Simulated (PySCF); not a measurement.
## MnH₇: fields on a plane

Computed with PySCF, PBE0, basis Mn def2-TZVP, H def2-TZVP (no relativity, density fitting).

The singlet minimum has H–H 0.868 Å, H–H 0.886 Å (×2), Mn–H 1.575 Å, Mn–H 1.579 Å, Mn–H 1.584 Å, Mn–H 1.613 Å, Mn–H 1.627 Å, Mn–H 1.644 Å, Mn–H 1.669 Å; H–H–Mn 71.3°, H–H–Mn 71.8°, H–H–Mn 73.2°, H–H–Mn 76.0°, H–H–Mn 76.5° (×2), H–Mn–H 30.4°, H–Mn–H 32.1° (×2), H–Mn–H 64.2°, H–Mn–H 71.0°, H–Mn–H 73.3°, H–Mn–H 81.7°, H–Mn–H 85.3° (×2), H–Mn–H 88.8°, H–Mn–H 94.3° (×2), H–Mn–H 95.7°, H–Mn–H 97.3°, H–Mn–H 102.9°, H–Mn–H 105.5°, H–Mn–H 112.8°, H–Mn–H 116.2°, H–Mn–H 126.0°, H–Mn–H 161.3°, H–Mn–H 163.5°.

The plane holds Mn1 at (0.00, 0.00), H2 at (1.58, 0.00), H3 at (0.45, 1.51), H5 at (1.37, -0.86) Å. Columns run from x = -1.95 to 3.75 Å, rows from y = 3.75 (top) to -2.85 Å, in steps of 0.3 Å. Other isomers or separated fragments may lie lower.

**Question.** Give the highest occupied orbital (Å^-3/2) at -6.08 eV (cut at ±0.3; overall sign arbitrary). Every second row and column.

**Answer.** 
```
 0.00  0.00  0.00  0.00  0.00  0.00  0.00  0.00  0.00  0.00
 0.00  0.00  0.00  0.00  0.00  0.00  0.00  0.00  0.00  0.00
 0.00  0.00  0.00  0.00  0.00  0.00  0.00  0.00  0.00  0.00
 0.00  0.00  0.00  0.00  0.00  0.00  0.00  0.00  0.00  0.00
 0.00  0.00  0.00  0.01  0.01  0.00  0.00  0.00  0.00  0.00
 0.00  0.00  0.01  0.04  0.00 -0.01  0.00  0.00  0.00  0.00
-0.01 -0.01 -0.02  0.10 -0.10 -0.02  0.00  0.00  0.00  0.00
-0.01 -0.02 -0.03  0.02  0.04  0.01  0.01  0.00  0.00  0.00
-0.01 -0.01 -0.01  0.02  0.03  0.02  0.02  0.00  0.00  0.00
 0.00 -0.01  0.00  0.01  0.01  0.01  0.01  0.00  0.00  0.00
 0.00  0.00  0.00  0.00  0.01  0.01  0.00  0.00  0.00  0.00
 0.00  0.00  0.00  0.00  0.00  0.00  0.00  0.00  0.00  0.00
```

**Question.** Give the electron localisation function (set to 0 where the density is under 0.005 e/Å³). Every second row and column.

**Answer.** 
```
0.00 0.00 0.00 0.00 0.00 0.00 0.00 0.00 0.00 0.00
0.00 0.00 0.00 0.00 0.67 0.00 0.00 0.00 0.00 0.00
0.00 0.00 0.72 0.98 1.00 0.99 0.69 0.00 0.00 0.00
0.00 0.25 0.85 0.99 1.00 1.00 0.85 0.00 0.00 0.00
0.00 0.05 0.45 0.91 1.00 0.96 0.41 0.09 0.00 0.00
0.00 0.00 0.04 0.39 0.15 0.38 0.61 0.64 0.12 0.00
0.00 0.00 0.09 0.17 0.81 0.45 1.00 0.95 0.48 0.00
0.06 0.15 0.23 0.58 0.41 0.77 0.99 0.96 0.41 0.00
0.25 0.81 0.88 0.15 0.26 0.96 1.00 0.94 0.23 0.00
0.47 0.97 0.99 0.88 0.18 0.76 0.94 0.78 0.00 0.00
0.18 0.86 0.95 0.75 0.08 0.15 0.33 0.00 0.00 0.00
0.00 0.00 0.27 0.10 0.00 0.00 0.00 0.00 0.00 0.00
```

Stability towards spin polarisation was not tested.
